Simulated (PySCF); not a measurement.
## Spin–spin coupling constants

Geometry:
```csv
atom,x (Å),y (Å),z (Å)
C1,3.619,-0.245,0.378
N2,2.229,0.088,0.437
C3,1.414,-0.519,-0.329
B4,-0.116,-0.185,-0.290
O5,-0.969,-0.871,-1.126
B6,-2.312,-0.603,-1.121
O7,-2.807,0.342,-0.262
B8,-1.966,1.035,0.573
O9,-0.627,0.766,0.554
H10,3.955,-0.560,1.380
H11,3.869,-1.037,-0.356
H12,4.197,0.664,0.141
H13,1.771,-1.297,-1.041
H14,-3.051,-1.192,-1.865
H15,-2.411,1.873,1.313
```

Method: B3LYP/pcJ-1 (spin–dipole term only in couplings to heteroatoms)//PBE0-D3(BJ)/def2-SVP, PySCF; isolated molecule, single conformer, non-relativistic. Couplings are averaged over pairs made equivalent by symmetry, fast rotation or ring inversion, so a value needn't be that of the named pair in this geometry, while other rotamers aren't included; one pair stands for each set, and the list holds those of at least 1.5 Hz over up to four bonds, among pairs with at least one B or H atom (others weren't computed).

Isotopes: ¹¹B, ¹H, ¹³C, ¹⁷O, ¹⁵N. Couplings to quadrupolar nuclei such as 17O and 33S are rarely resolved in practice.

```json
{"pair": "C1, H10", "bonds": "1", "J (Hz)": "139.6"}
{"pair": "C3, B4", "bonds": "1", "J (Hz)": "111.1"}
{"pair": "C3, H13", "bonds": "1", "J (Hz)": "?"}
{"pair": "B4, O5", "bonds": "1", "J (Hz)": "?"}
{"pair": "B6, H14", "bonds": "1", "J (Hz)": "?"}
{"pair": "N2, B4", "bonds": "2", "J (Hz)": "?"}
{"pair": "N2, H13", "bonds": "2", "J (Hz)": "3.6"}
{"pair": "B4, H13", "bonds": "2", "J (Hz)": "13.4"}
{"pair": "O5, H14", "bonds": "2", "J (Hz)": "?"}
{"pair": "B6, B8", "bonds": "2", "J (Hz)": "-1.7"}
{"pair": "O7, H14", "bonds": "2", "J (Hz)": "-24.0"}
{"pair": "H10, H11", "bonds": "2", "J (Hz)": "-15.0"}
{"pair": "C1, B4", "bonds": "3", "J (Hz)": "12.4"}
{"pair": "C1, H13", "bonds": "3", "J (Hz)": "18.9"}
{"pair": "C3, B6", "bonds": "3", "J (Hz)": "?"}
{"pair": "C3, H10", "bonds": "3", "J (Hz)": "10.0"}
{"pair": "B4, O7", "bonds": "3", "J (Hz)": "-3.6"}
{"pair": "B4, H14", "bonds": "3", "J (Hz)": "3.2"}
{"pair": "O5, B8", "bonds": "3", "J (Hz)": "?"}
{"pair": "O5, H13", "bonds": "3", "J (Hz)": "-1.7"}
{"pair": "B6, H15", "bonds": "3", "J (Hz)": "3.2"}
{"pair": "H10, H13", "bonds": "4", "J (Hz)": "-2.4"}
```

Q: Estimate the withheld couplings, with signs.

A: 
- ¹J(C3,H13) = 145.7 Hz (bond length 1.113 Å, sp2 carbon)
- ¹J(B4,O5) = -4.2 Hz (mean over equivalent pairs that range from -5.6 to -2.9 Hz in this conformer)
- ¹J(B6,H14) = 198.3 Hz (bond length 1.202 Å)
- ²J(N2,B4) = -8.9 Hz (angle at C3 121°)
- ²J(O5,H14) = -24.1 Hz (angle at B6 120°)
- ³J(C3,B6) = 1.8 Hz (dihedral angle 180°)
- ³J(O5,B8) = -3.4 Hz
